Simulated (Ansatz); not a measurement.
`C=C=[CH][ZnH]` + CH₃OH → `C[O][ZnH]` + `C=C=C` at 700 K and 1 bar (ligand exchange at a Zn–C bond).

Isolated molecules relaxed with PBE0-D4/def2-TZVP in Ansatz; ΔE leaves out vibrations. CCSD(T)/CBS is the MP2 limit (def2-TZVPP, def2-QZVPP) plus CCSD(T) − MP2 in def2-TZVPP, frozen cores. This one scheme is used for every species. For Zn outer-core shells are correlated without core-valence functions, which leaves a few kJ/mol of doubt a bond. Scalar relativity is left out up to krypton.

```tsv
species	CCSD(T)/CBS energy (Eh)	H − E (kJ/mol)	S (J/(mol·K))
`C=C=[CH][ZnH]`	-1894.86314	196.5	402.2
CH₃OH	-115.61712	170.8	288.5
`C[O][ZnH]`	-1893.99751	175.3	372.7
`C=C=C`	-116.49399	189.5	308.4
```

H − E and S are ideal-gas, rigid-rotor, harmonic terms from PBE0-D4/def2-TZVP. 1 Eh = 2625.50 kJ/mol, R = 8.31446 J/(mol·K).

Q: By hand: ΔE, ΔH, ΔS and ΔG.

A: ΔE = (-1893.99751) + (-116.49399) − (-1894.86314) − (-115.61712) = -0.01124 Eh = -29.5 kJ/mol. Δ(H − E) = 175.3 + 189.5 − 196.5 − 170.8 = -2.5, so ΔH = -32.0 kJ/mol. ΔS = 372.7 + 308.4 − 402.2 − 288.5 = -9.6 J/(mol·K). ΔG = -32.0 − 700 × (-9.6)/1000 = -25.3 kJ/mol.

Q: By hand: the equilibrium constant, and the temperature at which ΔG would vanish if ΔH and ΔS stayed fixed.

A: log₁₀ K = −ΔG/(RT ln 10) = 1.9. ΔG = 0 at ΔH/ΔS = 3333 K, far beyond where these terms or the molecules hold.

The number of gas molecules stays the same, so ΔS is small and ΔH decides. A doubt of 5 kJ/mol in ΔE shifts log₁₀ K by 0.4 here. These are equilibria of isolated gas molecules and say nothing of rates. Largest T1 diagnostic: 0.017 (customary marks: 0.02 for closed shells, 0.045 for open ones).
